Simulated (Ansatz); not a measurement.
Born–Oppenheimer molecular dynamics of AgCl$_{2}$ (3 atoms, charge 1, multiplicity 1). It starts from a relaxed structure.

Computed with RKS PBE/def2-SVP (Ansatz 0.2.0).

| Property | Result |
| --- | --- |
| ensemble | NVE (velocity Verlet) |
| time step | 2 fs |
| steps asked | 100 |
| starting velocities drawn for | 400 K |
| seed | 787714 |

First frame:

```xyz
3
Properties=species:S:1:pos:R:3
Ag 0.062 -0.058 -1.974
Cl -0.673 0.630 1.533
Cl 0.612 -0.572 0.441
```

How far do the bonds stretch over the last three quarters of this one trajectory? (Pairs bonded in most of those frames.)


| bond | mean (Å) | spread (Å) | shortest | longest |
| --- | --- | --- | --- | --- |
| Ag1–Cl3 | 2.552 | 0.065 | 2.47 | 2.66 |
| Cl2–Cl3 | 2.067 | 0.012 | 2.05 | 2.09 |

Mean temperature of the second half: 150 K. The conserved energy stayed within 0.013 meV per atom of its start (net change 0.0087 meV per atom), so the integration is sound. A run of 0.2 ps of so small a system gives no equilibrium averages. Limits of this set-up: the dipole of an ion depends on the origin.

The run took 2.6 min on 1 CPU thread of a shared host.
